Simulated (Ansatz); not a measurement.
System: C6H11 (charge 0, doublet). It need not be the lowest isomer of its formula. 
Coordinates optimised at B3LYP-D3(BJ)/def2-TZVP (Ansatz, a quantum-chemistry and plane-wave program):
```
C
H 1 1.0911
H 1 1.0950 2 107.06
C 1 1.5057 2 109.75 3 118.99
C 4 1.3307 1 121.43 2 9.98
H 5 1.0832 4 121.65 1 179.67
H 5 1.0832 6 116.89 4 -179.80
C 4 1.5026 5 121.93 6 -0.09
H 8 1.0895 4 111.50 5 -2.91
H 8 1.0932 9 108.00 4 -122.70
H 8 1.0942 9 108.40 10 -115.21
C 1 1.5554 2 108.70 3 -116.70
H 12 1.0931 1 107.80 2 -65.88
H 12 1.0938 13 107.10 1 116.52
C 12 1.4831 13 110.56 14 119.78
H 15 1.0814 12 121.08 13 30.02
H 15 1.0821 16 117.58 12 -170.97
```
Charge 0, spin multiplicity 2.

Quantity: atomisation energy (electronic, to ground-state atoms), in kJ/mol. Correlated levels leave the core frozen unless marked. Open shells are spin-unrestricted. No spin-orbit coupling. Non-relativistic. The coupled-cluster limit lacks core correlation, which all-electron functionals hold. CBS(X,Y): correlation extrapolated as X^-3; Hartree-Fock from the larger set. [CCSD(T)-MP2]/basis is that difference in the basis named.

```csv
level,program,atomisation energy (kJ/mol),minus last row
HF/cc-pVQZ,Ansatz,5212.1,-1632.5
PBE-D3(BJ)/def2-TZVPD,Ansatz + dftd3,6999.9,155.3
BLYP/def2-TZVPD,Ansatz,6754.5,-90.1
B3LYP-D3(BJ)/def2-TZVPD,Ansatz + dftd3,6868.8,24.2
r2SCAN0-D4/def2-TZVPD,Ansatz + dftd4,6817.7,-26.9
wB97X-V/def2-TZVPD,Ansatz,6846.2,1.6
CCSD/cc-pVDZ,Ansatz,6328.0,-516.6
CCSD(T) with core electrons/cc-pwCVTZ,Ansatz,6729.7,-114.9
"RI-MP2/CBS(cc-pVTZ,cc-pVQZ)+[CCSD(T)-MP2]/cc-pVDZ",Ansatz,6847.4,2.8
"RI-MP2/CBS(cc-pVTZ,cc-pVQZ)+[CCSD(T)-MP2]/cc-pVTZ",Ansatz,6844.6,0.0
```
